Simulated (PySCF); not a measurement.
C5H10F2.
Cartesian coordinates in Å at the PBE0-D3(BJ)/def2-SVP level; atoms count from 1:
```xyz
17
C5H10F2 angstrom
C     -1.5642    0.9779   -0.5864
C     -0.5283    0.1967    0.2135
C     -0.8853   -1.2854    0.2696
C      0.8677    0.4434   -0.3580
C      1.9953   -0.1700    0.4285
F      1.9784    0.2883    1.7047
F      3.1832    0.1859   -0.1160
H     -2.5735    0.8431   -0.1682
H     -1.5904    0.6389   -1.6356
H     -1.3422    2.0563   -0.5899
H     -0.5279    0.5877    1.2463
H     -1.9025   -1.4259    0.6662
H     -0.2046   -1.8582    0.9177
H     -0.8565   -1.7380   -0.7361
H      0.9316    0.0632   -1.3919
H      1.0737    1.5258   -0.4022
H      1.9638   -1.2729    0.4701
```

Method used: TDDFT CAM-B3LYP/def2-SVPD, vertical, gas phase, core orbitals frozen in the response in PySCF.

Transition dipole moments from the ground state, in atomic units and in the frame of the coordinates above (overall signs are arbitrary), for the states with f of 0.002 or more among the lowest 6:

```tsv
state	E (hartree)	μx	μy	μz
S1	0.3325	-0.240	0.084	-0.032
S2	0.3359	-0.026	-0.131	-0.287
S3	0.3461	0.306	0.436	-0.154
S4	0.3479	-0.286	0.318	-0.038
S5	0.3597	0.002	0.263	0.161
S6	0.3603	0.211	0.031	-0.065
```

(1) What oscillator strength does each state have?

(2) Which bond between heavy atoms lies closest to the direction of the S3 transition dipole?

(3) What angle do the transition dipoles of S1 and S3 make?

(4) How is the summed strength of these states shared among x, y and z?

(5) What peak molar absorption coefficient would the strongest computed level give as a lone Gaussian band 0.5 eV wide at half height?

## Answers

(1) f = (2/3) ΔE |μ|² with ΔE in hartree (27.2114 eV).

```tsv
state	|μ|² (au)	|μ| (D)	f
S1	0.066	0.65	0.015
S2	0.100	0.80	0.022
S3	0.307	1.41	0.071
S4	0.184	1.09	0.043
S5	0.095	0.78	0.023
S6	0.050	0.57	0.012
```

(2) C2–C3, at 25° from it; next C5–F7 at 37°.

(3) |cos θ| = |μa·μb| / (|μa| |μb|) = 0.22, so θ ≈ 77° (taken between 0 and 90°, since the signs are arbitrary).

(4) (2/3) Σ ΔE μα² gives 0.064 for x, 0.090 for y and 0.032 for z, 0.185 in all.

(5) ε(max) = 2.175×10⁸ f / FWHM, with the width in cm⁻¹. S3: 2.175×10⁸ × 0.0709 / 4033 ≈ 3800 L mol⁻¹ cm⁻¹.

One conformer stands for the species.

Without π bonds the low states may be Rydberg-like; a valence basis with one diffuse set may place them up to an eV too high.
